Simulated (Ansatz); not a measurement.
This geometry of CH₆B₂O (10 atoms, charge 0, multiplicity 1) is a first-order saddle point.

Computed with Ansatz, RKS PBE-D4/def2-SVP.

```xyz
10
Properties=species:S:1:pos:R:3
B -1.425 0.670 0.132
C -0.370 -0.314 -0.423
B 0.973 0.036 0.384
O 2.139 -0.628 0.157
H -1.561 1.781 -0.353
H -2.084 0.390 1.119
H -0.124 -0.184 -1.501
H -0.576 -1.389 -0.222
H 1.060 0.903 1.238
H 2.051 -1.317 -0.529
```

Problem. Which two structures does it join? (They come from a converged band through this point; their orientation in space is the band's.)

Solution. No bond is made or broken. The dihedral H8–C2–B3–O4 goes from 141 to -19°.

First end point:

```xyz
10
Properties=species:S:1:pos:R:3
B -1.322 0.621 -0.019
C -0.376 -0.584 -0.263
B 0.953 -0.225 0.536
O 2.091 0.208 -0.071
H -1.474 1.481 -0.870
H -1.882 0.765 1.053
H -0.161 -0.792 -1.331
H -0.761 -1.487 0.261
H 1.017 -0.312 1.749
H 2.000 0.273 -1.041
```

Last end point:

```xyz
10
Properties=species:S:1:pos:R:3
B -1.296 0.685 -0.113
C -0.292 -0.423 -0.523
B 1.114 0.047 0.057
O 1.698 -0.523 1.146
H -1.292 1.765 -0.677
H -2.062 0.524 0.822
H -0.133 -0.402 -1.624
H -0.559 -1.441 -0.169
H 1.745 0.957 -0.449
H 1.160 -1.240 1.532
```

Problem. How far does it lie above each of them?

Solution. 2.8 kcal/mol above the first and 2.8 kcal/mol above the second. This is the barrier of this one path; another mechanism may lie lower.

Run time: 2.1 min on 1 thread of Arm Neoverse V1, with other jobs on the host, peak memory 0.11 GiB.
